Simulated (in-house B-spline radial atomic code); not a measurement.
# Ionising Ru⁵⁺ with different functionals

Computed with an all-electron radial atomic-structure program (B-spline basis): scalar-relativistic (spin-free X2C) Hamiltonian, Fermi nucleus of rms radius 4.4809 fm, spin-polarised at highest spin, spherical fractional occupations for the functionals, and exact exchange of hybrids averaged over the configuration. The ionisation energy is the difference of two self-consistent energies, [Kr] 4d3 → [Kr] 4d2, without Breit or QED terms; ε is the level of the shell that loses the electron (its least bound occupied spin orbital). There is no spin-orbit coupling in this Hamiltonian.

| method | rung | ΔSCF (eV) | -ε(4d) (eV) |
| --- | --- | --- | --- |
| PBE0 | global hybrid | 76.91 | 71.01 |
| B3LYP | global hybrid | 76.84 | 70.48 |
| TPSSh | global hybrid | 76.83 | 69.62 |
| BHandHLYP | global hybrid | 76.67 | 72.95 |
| r2SCAN0 | global hybrid | ? | ? |
| B97-1 | global hybrid | ? | ? |
| HSE06 | range-separated hybrid | 76.88 | 70.57 |
| wB97X | range-separated hybrid | 76.56 | 73.32 |
| CAM-B3LYP | range-separated hybrid | 76.80 | 72.39 |
| LC-wPBE | range-separated hybrid | 76.92 | 73.93 |

What does B97-1 give?

ΔSCF 76.69 eV, and -ε(4d) = 70.42 eV.

What does r2SCAN0 give?

ΔSCF 76.98 eV, and -ε(4d) = 71.17 eV.

Among the functionals, which spreads more, the ΔSCF values or the orbital energies?

The orbital energies: ΔSCF values span about 0.41 eV and the orbital energies 4.31 eV; here energy differences depend much less on the functional than eigenvalues do.

How do they compare with the NIST value?

NIST lists 76 eV ± 2 (tabulated theory, ground level to ground level). Errors run from +0.56 to +0.98 eV; all lie within about twice that uncertainty, so the table can't rank the methods.
